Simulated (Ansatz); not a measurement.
Geometry optimisation of cyclo-(H2GeS)2 (Ge2H4S2).

```yaml
crystal:
  periodic: [false, false, false]
  atoms:
    - {symbol: Ge, position_ang: [1.429740, 0.044600, 0.401600]}
    - {symbol: H, position_ang: [2.159210, -1.045410, 1.175400]}
    - {symbol: H, position_ang: [2.394320, 1.185010, 0.105110]}
    - {symbol: S, position_ang: [-0.428640, 0.740220, 1.443850]}
    - {symbol: Ge, position_ang: [-1.429530, -0.044290, -0.401960]}
    - {symbol: H, position_ang: [-2.391290, -1.186580, -0.103230]}
    - {symbol: H, position_ang: [-2.163080, 1.043350, -1.175220]}
    - {symbol: S, position_ang: [0.429270, -0.736910, -1.445540]}
basis:
  gaussian: {orbitals: def2-SVP}
hamiltonian: {xc: pbe0, dispersion: d4}
scf: {lower_state_search: "off"}
output: {orbitals: {seedname: orbitals}}
relax: {f_tol: 0.02, max_steps: 100}
```

```sh
$ ansatz run in.yaml --threads 2 --pin off --events-out ev --progress --plain --max-ram 32768MiB --backend cpu
```

Output, abridged:

```
Functional definition: PBE0
mean field -134732.00391882 eV, -4951.3098193842 hartree, gradient 2.1e-6 eV, S^2 0.000000; 0 other end points of the search recorded, 0 dependent functions left out
relax step   1: F+E_penalty+E_count = -134732.25151451 eV  Δ(F+E_penalty+E_count) = +0.000e0 eV  max|allowed force component| = 2.598e-1 eV/Å  Δτ_max = 0.0000 Å  (13 SCF iters, accepted)
mean field -134732.01550628 eV, -4951.3102452158 hartree, gradient 1.1e-6 eV, S^2 0.000000; 0 other end points of the search recorded, 0 dependent functions left out
relax step   2: F+E_penalty+E_count = -134732.26322031 eV  Δ(F+E_penalty+E_count) = -1.171e-2 eV  max|allowed force component| = 4.245e-2 eV/Å  Δτ_max = 0.0447 Å  (19 SCF iters, accepted)
mean field -134732.01713316 eV, -4951.3103050023 hartree, gradient 1.2e-6 eV, S^2 0.000000; 0 other end points of the search recorded, 0 dependent functions left out
relax step   3: F+E_penalty+E_count = -134732.26461184 eV  Δ(F+E_penalty+E_count) = -1.392e-3 eV  max|allowed force component| = 1.499e-2 eV/Å  Δτ_max = 0.0152 Å  (20 SCF iters, accepted)
Total energy: -134732.26463885 eV, -4951.3194006686 hartree
Atom 0 at     1.427237     0.044445     0.400980 Å, force    -0.014989    -0.000540    -0.004214 eV/Å
Atom 1 at     2.142475    -1.069879     1.182908 Å, force     0.010227    -0.006329     0.006293 eV/Å
Atom 2 at     2.381893     1.208929     0.089116 Å, force     0.011416     0.007237    -0.000289 eV/Å
Atom 3 at    -0.430011     0.742092     1.448340 Å, force     0.002223    -0.004032    -0.007504 eV/Å
Atom 4 at    -1.427215    -0.044233    -0.401074 Å, force     0.014985     0.000405     0.004257 eV/Å
Atom 5 at    -2.379385    -1.210352    -0.087650 Å, force    -0.011617    -0.007023     0.000146 eV/Å
Atom 6 at    -2.145297     1.068286    -1.182936 Å, force    -0.009977     0.006576    -0.006320 eV/Å
Atom 7 at     0.430302    -0.739296    -1.449673 Å, force    -0.002268     0.003706     0.007631 eV/Å
Dipole moment:    -0.000045    -0.000436     0.000213 e Å
Checks for a lower state left out: stability, starts, cluster_reference, orbital_swaps, neighbouring_geometries, increment
```

Hardware: 2 threads of AMD EPYC 7R13 on a shared host. Wall time 8.5 s.
